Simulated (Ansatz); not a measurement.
The same path of H$_{7}$NOSi$_{3}$ (12 atoms, charge 0, multiplicity 1) was run twice with different band settings. The coordinate that changes most is the height of N1 over the plane of its neighbours.

Computed with RKS B3LYP-D4/6-31G* (Ansatz 0.2.0).

Relaxed end points:

```xyz
12
Properties=species:S:1:pos:R:3
N -2.158 0.642 0.405
Si -0.648 -0.180 0.652
Si 1.534 0.749 0.427
O 1.845 -0.366 -0.816
Si 0.441 -1.244 -1.163
H -2.664 0.990 1.211
H -2.268 1.269 -0.384
H -0.824 -1.006 1.880
H 1.648 2.150 -0.075
H 2.530 0.584 1.524
H 0.707 -2.708 -1.095
H -0.067 -0.937 -2.532
```

```xyz
12
Properties=species:S:1:pos:R:3
N -2.023 0.890 0.596
Si -0.629 -0.144 0.678
Si 1.544 0.754 0.388
O 1.835 -0.385 -0.829
Si 0.419 -1.269 -1.142
H -2.929 0.508 0.842
H -2.110 1.559 -0.159
H -0.821 -1.003 1.881
H 1.640 2.147 -0.138
H 2.540 0.615 1.487
H 0.698 -2.731 -1.051
H -0.086 -0.995 -2.519
```

Common settings: movable images 7; climbing image yes; optimiser quadratic models (default); start path through a guess of the saddle point; force threshold 0.05 eV/Å; iteration limit 60; end points relaxed.

| run | spring |
| --- | --- |
| 1 | 5.0 eV/Å² |
| 2 | 2.0 to 10.0 eV/Å², energy-weighted |

(1) What does each run give, and how far can it be trusted?

Answers

(1) Run 1: converged after 15 iterations, highest image 0.012 eV above the first end. A vibrational analysis at the climbing image gives one clearly imaginary mode, 224i cm⁻¹: a first-order saddle point.
Run 2: converged after 15 iterations, highest image 0.012 eV above the first end. Another band between the same ends (7 images) ends at a top of the same energy, where a vibrational analysis finds 1 clearly imaginary mode.
